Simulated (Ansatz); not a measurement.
`[CH3][GeH]([CH3])[PH2]` + HCl → `[CH3][GeH]([CH3])[Cl]` + PH₃ at 700 K and 1 bar (cleavage of the Ge–P bond).

Computed with Ansatz on PBE0-D4/def2-TZVP structures; ΔE is electronic, products minus reactants. CCSD(T)/CBS is the MP2 limit (def2-TZVPP, def2-QZVPP) plus CCSD(T) − MP2 in def2-TZVPP, frozen cores. This one scheme is used for every species. For Ge outer-core shells are correlated without core-valence functions, which leaves a few kJ/mol of doubt a bond. Scalar relativity is left out up to krypton. One conformer a species, not always the lowest.

| species | CCSD(T)/CBS energy (Eh) | H − E (kJ/mol) | S (J/(mol·K)) |
| --- | --- | --- | --- |
| `[CH3][GeH]([CH3])[PH2]` | -2498.59076 | 351.5 | 511.4 |
| HCl | -460.38127 | 38.4 | 211.8 |
| `[CH3][GeH]([CH3])[Cl]` | -2616.27253 | 295.7 | 470.8 |
| PH₃ | -342.72256 | 91.5 | 248.3 |

H − E and S are ideal-gas, rigid-rotor, harmonic terms from PBE0-D4/def2-TZVP, for one conformer and one mirror image of each species. 1 Eh = 2625.50 kJ/mol, R = 8.31446 J/(mol·K).

By hand: ΔE, ΔH, ΔS and ΔG.

ΔE = (-2616.27253) + (-342.72256) − (-2498.59076) − (-460.38127) = -0.02306 Eh = -60.5 kJ/mol. Δ(H − E) = 295.7 + 91.5 − 351.5 − 38.4 = -2.7, so ΔH = -63.2 kJ/mol. ΔS = 470.8 + 248.3 − 511.4 − 211.8 = -4.1 J/(mol·K). ΔG = -63.2 − 700 × (-4.1)/1000 = -60.3 kJ/mol.

By hand: the equilibrium constant, and the temperature at which ΔG would vanish if ΔH and ΔS stayed fixed.

log₁₀ K = −ΔG/(RT ln 10) = 4.5. ΔG = 0 at ΔH/ΔS = 15415 K, far beyond where these terms or the molecules hold.

The number of gas molecules stays the same, so ΔS is small and ΔH decides. A doubt of 5 kJ/mol in ΔE shifts log₁₀ K by 0.4 here. Other conformers and mirror images would add mixing entropy, several J/(mol·K) or more a flexible species. These are equilibria of isolated gas molecules and say nothing of rates. Largest T1 diagnostic: 0.013 (customary marks: 0.02 for closed shells, 0.045 for open ones).
